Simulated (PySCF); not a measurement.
# Electron correlation in Cs³⁷⁺ (caesium, charge +37)

[Ar], closed-shell 1S. Computed with PySCF 2.14 in an uncontracted even-tempered set (18 s from 6.6 bohr⁻², ratio 2.5; 12 p from 8.6 bohr⁻², ratio 2.5; 5 d from 38 bohr⁻², ratio 2.7; 4 f from 57 bohr⁻², ratio 2.7), with scalar relativity by spin-free X2C-1e. Frozen: 1s2; 16 electrons correlated; the 21 highest virtual orbitals of each spin left out.

| level | correlation energy (mhartree) |
| --- | --- |
| CCSD | -662.21 |
| (T) | -1.22 |
| CCSD(T) | -663.43 |

Diagnostics: T1 = 0.00032, D1 = 0.0007, largest double amplitude 0.015.

Cost of the coupled-cluster step: roughly 15 core-seconds, for 16 correlated electrons.

At this charge the one-electron X2C treatment keeps the bare 1/r₁₂, with no two-electron picture change or Breit term. The effect here is smaller than on the frozen 1s shell; and a scalar Hamiltonian misses the large spin-orbit splitting of the p shells, which matters for ns² → np² pairs.
